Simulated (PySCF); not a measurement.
**Bond curve of TeI⁺**

Set-up: basis Te def2-SVP with ECP28, I def2-SVP with ECP28; scalar-relativistic core potentials; PySCF 2.14. Energies in eV from Te⁺ + I in their ground configurations at the same level. State: ³Σ⁻ (triplet), unpaired electrons π ↑↑.

```json
{"R (Å)": "2.226", "r²SCAN": "-0.984", "UHF-SCS-MP2": "0.176", "UHF-CCSD(T)": ""}
{"R (Å)": "2.329", "r²SCAN": "-1.911", "UHF-SCS-MP2": "-0.805", "UHF-CCSD(T)": "-0.905"}
{"R (Å)": "2.433", "r²SCAN": "-2.407", "UHF-SCS-MP2": "-1.338", "UHF-CCSD(T)": "-1.468"}
{"R (Å)": "2.510", "r²SCAN": "-2.582", "UHF-SCS-MP2": "-1.530", "UHF-CCSD(T)": "-1.686"}
{"R (Å)": "2.588", "r²SCAN": "-2.634", "UHF-SCS-MP2": "-1.594", "UHF-CCSD(T)": "-1.778"}
{"R (Å)": "2.666", "r²SCAN": "-2.598", "UHF-SCS-MP2": "-1.564", "UHF-CCSD(T)": "-1.779"}
{"R (Å)": "2.769", "r²SCAN": "-2.455", "UHF-SCS-MP2": "-1.410", "UHF-CCSD(T)": "-1.683"}
{"R (Å)": "2.899", "r²SCAN": "-2.181", "UHF-SCS-MP2": "-1.084", "UHF-CCSD(T)": "-1.470"}
{"R (Å)": "3.054", "r²SCAN": "-1.791", "UHF-SCS-MP2": "-0.713", "UHF-CCSD(T)": "-1.154"}
{"R (Å)": "3.261", "r²SCAN": "-1.268", "UHF-SCS-MP2": "-0.396", "UHF-CCSD(T)": ""}
```

Question: Put a parabola through the three lowest points of the r²SCAN curve and estimate Re, k and ωe (reduced mass 64.19 u; 1 eV/Å² = 0.16022 mdyn/Å; ωe = 1302.8·√(k/μ) cm⁻¹).

Answer: Through R = 2.51, 2.588, 2.666 Å the second-order coefficient is 7.23 eV/Å², so Re ≈ 2.595 Å, k ≈ 2.32 mdyn/Å and ωe ≈ 248 cm⁻¹. A polynomial fit of higher order to the unrounded r²SCAN energies gives Re = 2.591 Å, k = 2.31 mdyn/Å, ωe = 247 cm⁻¹; anharmonicity and rounding make the difference.

The higher-order fit for each curve: r²SCAN: Re = 2.591 Å, ωe = 247 cm⁻¹, De = 2.63 eV; UHF-SCS-MP2: Re = 2.598 Å, ωe = 254 cm⁻¹, De = 1.60 eV; UHF-CCSD(T): Re = 2.627 Å, ωe = 232 cm⁻¹, De = 1.79 eV.

Correlated steps freeze 8 core orbitals. Correlated levels converge slowly with the basis: in double zeta they bind strong bonds too weakly, by up to about 1 eV, and carry superposition errors of some tenths. These are scalar-relativistic numbers at best; spin–orbit coupling would shift them, the dissociation energy most. For an ion De counts to the pair picked by the measured ionisation energies or electron affinities, which need not be the lowest pair at this level. The state is the lowest determinant that a PBE0 search found; another state may lie lower at other levels.
